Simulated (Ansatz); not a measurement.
Compare A (`C1=NC[SiH2]1`) with its isomer B (`C=C1N[SiH2]1`).

Gas-phase electronic energies from Ansatz, PBE0-D4/def2-TZVP geometries. CCSD(T)/CBS is the MP2 limit (def2-TZVPP, def2-QZVPP) plus CCSD(T) − MP2 in def2-TZVPP, frozen cores. DFT in def2-TZVPP. B3LYP here is the variant with VWN-RPA as its local correlation; programs differ in this.

Q: Which isomer does CCSD(T)/CBS put lower? Give the gap. (An estimate is asked.)

A: Ansatz gave: A, by 3.1 kcal/mol.

Q: Give E(B) − E(A) in kcal/mol with ωB97M-V, CCSD/def2-TZVPP, BLYP-D4, B3LYP-D4, HF/def2-TZVPP, B2PLYP, PBE-D4. (Best estimate.)

A: The calculation gave: ωB97M-V 2.2, CCSD/def2-TZVPP 4.1, BLYP-D4 -0.1, B3LYP-D4 0.3, HF/def2-TZVPP 4.0, B2PLYP 1.3, PBE-D4 0.4. The order is the other way round with BLYP-D4.

Q: Does the order hold for the free energy at 298.15 K (harmonic terms from PBE0-D4)? (Best estimate.)

A: The calculation gave: Yes: G(B) − G(A) = +2.4 kcal/mol.

Largest T1 diagnostic: 0.014.

From PBE to PBE0 (25 % exact exchange), in def2-TZVPP and without D4, E(B) − E(A) moves by +0.9 kcal/mol. Leaving LDA and LC-ωPBE aside and taking each functional with its dispersion term where it has one, the values, not all of them listed here, spread over 4.2 kcal/mol, from r2SCAN-D4 to ωB97X-V. LDA lies −2.2 kcal/mol from PBE without D4.
